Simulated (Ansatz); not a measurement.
**RbF (SMILES [F][Rb]): the vertical ionisation energy from total energies**

The species is RbF (2 atoms), meant as a singlet with charge 0. As SMILES, `[F][Rb]`. Geometry: relaxed at PBE0-D4/def2-TZVP.

```tsv
atom	x (Å)	y (Å)	z (Å)
F	0.0000	0.0000	-0.0710
Rb	0.0000	0.0000	2.2686
```

Both states at this one shape; open shells run unrestricted unless said. 1 Eh = 27.2114 eV.

| level | program | singlet RbF (Eh) | doublet RbF+ (Eh) |
| --- | --- | --- | --- |
| CAM-B3LYP/def2-TZVP (core potential) | Ansatz | -123.984168 | -123.638339 |
| RPA@PBE/STO-3G, 15 core orbitals frozen | Ansatz | -3005.701223 | -3005.684567 |

**Question.** Work out the vertical ionisation energy at each level.

**Answer.** 
1. CAM-B3LYP/def2-TZVP (core potential): -123.638339 − (-123.984168) = 0.345829 Eh = 9.41 eV.
2. RPA@PBE/STO-3G: -3005.684567 − (-3005.701223) = 0.016656 Eh = 0.45 eV.

No measured value is set beside it here; the levels span 0.45 to 9.41 eV. Minimal sets are far from the basis-set limit. All-electron rows are non-relativistic unless named.
